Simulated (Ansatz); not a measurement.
Basis-set extrapolation for C4H8BF, SMILES `BC/C(C)=C\F` (PBE0-D4/def2-TZVP geometry, frozen core, the Gaussian-basis code of Ansatz). Multiplicity 1, RHF reference.

```
                      def2-TZVPP   def2-QZVPP
                 HF  -280.310642  -280.323337
    MP2 correlation    -1.027137    -1.099504
CCSD(T) correlation    -1.116008      not run
```

Energies in hartree. Use E(X) = E(∞) + A·exp(−7.88·√X) for Hartree–Fock and E(X) = E(∞) + B·X^(−2.97) for correlation, with X = 3 and 4, and add CCSD(T) minus MP2 of the smaller set to the MP2 limit.

What is the CCSD(T) energy at the basis-set limit?

HF limit: -280.323337 + (-0.012695) × 0.13774 = -280.32509. MP2 limit: -1.099504 + (-0.072367) × 0.74074 = -1.15311. Higher-order term: -1.116008 − (-1.027137) = -0.08887. Total: -281.56707 hartree, 88.1 kcal/mol below CCSD(T)/def2-TZVPP.
